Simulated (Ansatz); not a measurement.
The cluster B₆H₂. The state is a singlet with charge 0. Geometry PBE0-D4/def2-SVP.

```xyz
8

B     0.797    1.688   -1.046
B    -0.089    0.863    0.134
B    -0.797   -1.688    1.046
B    -0.842   -0.075    1.133
B     0.842    0.075   -1.132
B     0.088   -0.863   -0.134
H     1.076    2.793   -1.405
H    -1.076   -2.793    1.405
```

HSE06 is defined as in plane-wave codes, on full-range PBE exchange. The restricted singlet is unstable towards broken spin symmetry in Hartree–Fock (as tested in another run); at PBE-D4/def2-TZVP, PBE-D4/def2-TZVPD, r2SCAN-D4/def2-TZVP, B97M-V/def2-TZVP and others this wasn't settled. The structure comes from a short search, and lower isomers may exist.

Question: Estimate the orbital energies around the gap (eV) in Ansatz with PBE-D4/def2-TZVP, PBE-D4/def2-TZVPD, r2SCAN-D4/def2-TZVP, B97M-V/def2-TZVP, HSE06-D4/def2-TZVP.

Answer: 
```csv
orbital,PBE-D4/def2-TZVP,PBE-D4/def2-TZVPD,r2SCAN-D4/def2-TZVP,B97M-V/def2-TZVP,HSE06-D4/def2-TZVP
HOMO−9,-17.24,-17.24,-18.08,-18.32,-19.03
HOMO−8,-14.64,-14.64,-15.32,-15.48,-16.18
HOMO−7,-11.75,-11.75,-12.27,-12.32,-13.07
HOMO−6,-10.91,-10.91,-11.40,-11.44,-12.14
HOMO−5,-9.66,-9.66,-10.08,-10.13,-10.75
HOMO−4,-9.15,-9.16,-9.51,-9.58,-10.21
HOMO−3,-8.08,-8.08,-8.19,-8.01,-8.42
HOMO−2,-7.29,-7.29,-7.56,-7.59,-8.06
HOMO−1,-6.58,-6.59,-6.79,-6.83,-7.37
HOMO,-6.24,-6.25,-6.39,-6.40,-6.78
LUMO,-5.38,-5.38,-5.21,-5.09,-4.91
LUMO+1,-2.78,-2.79,-2.53,-2.53,-2.28
LUMO+2,-2.67,-2.68,-2.50,-2.39,-2.19
LUMO+3,-2.01,-2.02,-1.55,-1.54,-1.31
LUMO+4,0.68,-0.08,1.11,0.92,1.11
LUMO+5,0.69,0.26,1.27,1.01,1.22
```
